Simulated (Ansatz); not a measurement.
Born–Oppenheimer molecular dynamics of ClHOZn (4 atoms, charge 0, multiplicity 1). It starts from a relaxed structure.

All numbers below come from Ansatz, RKS PBE0-D4/def2-SVP.

```
ensemble                      : NVE (velocity Verlet)
time step                     : 1 fs
steps asked                   : 166
starting velocities drawn for : 300 K
seed                          : 919703
```

First frame:

```xyz
4
Properties=species:S:1:pos:R:3
Zn 0.018 -0.064 0.046
Cl -0.010 0.037 2.142
O 0.008 -0.029 -1.720
H 0.239 -0.861 -2.146
```

(1) What does the run give?

(2) What happens to the structure?

(3) How do temperature and energy run in time?

Answers

(1) All steps were run.

- steps done: 166
- time covered: 166 fs
- mean temperature over the second half: 167 K
- spread of the potential energy over the second half: 2.1 meV per atom
- mean potential energy of the second half above the start: 8.7 meV per atom

The conserved energy stayed within 0.085 meV per atom of its start (net change 0.031 meV per atom), so the integration is sound. Over the second half the temperature averaged 0.56 of the 300 K drawn at the start: a run that starts near a minimum puts about half its kinetic energy into the potential. A run of 0.17 ps of so small a system gives no equilibrium averages.

(2) The same pairs are bonded in the first frame and the last. Pairs count as bonded within 1.25 times the sum of covalent radii (0.12 Å more for H–H). This is one draw of velocities; another would differ in detail.

(3) 
```csv
time (fs),T (K),potential energy less start (eV),conserved less start (meV/atom)
0.0,300,0.000,0.00
8.0,159,0.037,0.05
16.0,104,0.051,0.05
24.0,221,0.021,0.02
32.0,120,0.047,0.07
40.0,141,0.041,0.06
48.0,200,0.026,0.04
56.0,50,0.065,0.07
64.0,59,0.063,0.07
72.0,173,0.033,0.03
80.0,104,0.051,0.05
88.0,155,0.038,0.02
96.0,153,0.038,0.02
104.0,108,0.050,0.04
112.0,165,0.035,0.04
120.0,222,0.020,0.03
128.0,206,0.025,0.05
136.0,180,0.031,0.06
144.0,152,0.039,0.07
152.0,190,0.029,0.05
160.0,148,0.040,0.07
```

Time of the run: 5.3 min on 1 thread of Arm Neoverse V2 (shared host), peak memory 0.13 GiB.
